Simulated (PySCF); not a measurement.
`O=C1C=C(F)[SiH2]C1`, C₄H₅FOSi

Geometry:
```
atom   x (Å)   y (Å)   z (Å)
  O1  -1.011  -2.339   0.355
  C2  -0.478  -1.262   0.240
  C3   0.977  -1.068   0.178
  C4   1.381   0.171  -0.109
  F5   2.680   0.484  -0.219
 Si6  -0.038   1.408  -0.352
  C7  -1.261   0.042   0.137
  H8   1.629  -1.914   0.334
  H9  -0.127   1.837  -1.746
 H10   0.058   2.527   0.584
 H11  -1.711   0.220   1.116
 H12  -2.098  -0.108  -0.544
```

Computed with PySCF, GIAO wB97X-D/pcSseg-1 magnetisability, rotational g tensor and spin-rotation constants, non-relativistic, gas phase. Geometry: GFN2-xTB.

(1) What are the magnetisability and the molar susceptibility?

(2) Split it along the inertial axes a, b, c into diamagnetic and paramagnetic parts about the centre of mass, with the quadrupole moment.

(3) And the rotational g tensor?

Results:

(1) Isotropic -887 × 10⁻³⁰ J/T², or -53.4 × 10⁻⁶ cm³/mol; principal values -1077, -854, -730 × 10⁻³⁰ J/T², anisotropy 305 × 10⁻³⁰ J/T² (root of half the summed squared differences of the principal values). The susceptibility is in cgs units.

(2) 
| axis | χ (10⁻⁶ cm³/mol) | diamagnetic (10⁻⁶ cm³/mol) | paramagnetic (10⁻⁶ cm³/mol) | summed x² of all electrons (Å²) | quadrupole Θ (D Å) |
| --- | --- | --- | --- | --- | --- |
| a | -44.2 | -438.3 | 394.1 | 146.6 | -12.92 |
| b | -51.2 | -683.7 | 632.5 | 88.7 | +8.37 |
| c | -64.8 | -998.2 | 933.4 | 14.6 | +4.55 |

Anisotropies 2χaa − χbb − χcc = +27.5 and 2χbb − χaa − χcc = +6.7 × 10⁻⁶ cm³/mol. Θ is traceless in Buckingham's convention.

(3) 
| axis | rotational constant (GHz) | g | nuclear part | electronic part |
| --- | --- | --- | --- | --- |
| a | 3.4259 | -0.0592 | 0.5750 | -0.6343 |
| b | 1.8756 | -0.0374 | 0.5200 | -0.5574 |
| c | 1.2420 | -0.0155 | 0.5292 | -0.5446 |

Asymmetric top; isotopes 12C, 19F, 1H, 16O, 28Si; no vibrational averaging.
